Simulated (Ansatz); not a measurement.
One change: `CC(F)(F)Cl` becomes `FC(F)(Cl)C[SiH3]`.

Ansatz, PBE0-D4/def2-TZVP geometries, multiplicity 1. Each molecule was computed in one conformer, which needn't be the lowest.

```csv
property,`CC(F)(F)Cl`
size of the dipole moment (ωB97M-V/def2-TZVPP) / D,2.15
size of the dipole moment (PBE/def2-TZVPP) / D,2.06
HOMO–LUMO gap (PBE/def2-TZVPP) / eV,7.15
HOMO–LUMO gap (B3LYP/def2-TZVPP) / eV,9.20
LUMO energy (PBE0/def2-TZVPP) / eV,0.50
HOMO energy (B3LYP/def2-TZVPP) / eV,-9.03
```

(1) Give the same properties after the change, and the shifts. (Best estimate.)

Results:

(1) The calculation gave: 
```json
{"property": "size of the dipole moment (ωB97M-V/def2-TZVPP) / D", "`FC(F)(Cl)C[SiH3]`": "2.04", "shift": "-0.11"}
{"property": "size of the dipole moment (PBE/def2-TZVPP) / D", "`FC(F)(Cl)C[SiH3]`": "1.93", "shift": "-0.13"}
{"property": "HOMO–LUMO gap (PBE/def2-TZVPP) / eV", "`FC(F)(Cl)C[SiH3]`": "6.73", "shift": "-0.42"}
{"property": "HOMO–LUMO gap (B3LYP/def2-TZVPP) / eV", "`FC(F)(Cl)C[SiH3]`": "8.70", "shift": "-0.50"}
{"property": "LUMO energy (PBE0/def2-TZVPP) / eV", "`FC(F)(Cl)C[SiH3]`": "0.20", "shift": "-0.30"}
{"property": "HOMO energy (B3LYP/def2-TZVPP) / eV", "`FC(F)(Cl)C[SiH3]`": "-8.78", "shift": "0.25"}
```

With PBE0 the HOMO rises by 0.27 eV and the LUMO falls by 0.30 eV, so the gap narrows by about 0.57 eV. PBE moves the HOMO by 0.18 eV and ωB97M-V by 0.34 eV. Dipoles are sizes alone; their direction can turn.

B3LYP here is the variant with VWN-RPA as its local correlation; programs differ in this.
